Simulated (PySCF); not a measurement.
**Working out the ionisation energy of Ar⁺**

Ar⁺ [Ne] 3s2 3p5 (2P) → Ar²⁺ [Ne] 3s2 3p4 (3P). All numbers are calculated (PySCF 2.14, no relativity, point nucleus, in cc-pV(T+d)Z (5s4p3d1f, 39 functions)). Frozen: [Ne]. Energies in hartree (1 hartree = 27.21139 eV):

```
            part  Ar⁺ (lower)  Ar²⁺ (upper)
             UHF  -526.277651   -525.308379
CCSD correlation    -0.191366     -0.157098
             (T)    -0.005333     -0.004139
```

Problem. What does Hartree-Fock give?

Solution. (-525.308379) − (-526.277651) = 0.969272 hartree = 26.375 eV.

Problem. What do CCSD and CCSD(T) give?

Solution. The CCSD correlation energies differ by 0.034268 hartree = 0.932 eV and the triples by 0.001194 hartree = 0.032 eV, so CCSD gives 27.307 eV and CCSD(T) 27.339 eV.

Reference: 27.630 eV (measured; NIST Atomic Spectra Database, ionization energies), between the lowest levels; spin-orbit coupling is absent from the calculation.

What remains against the reference includes basis incompleteness, the frozen core and higher excitations.
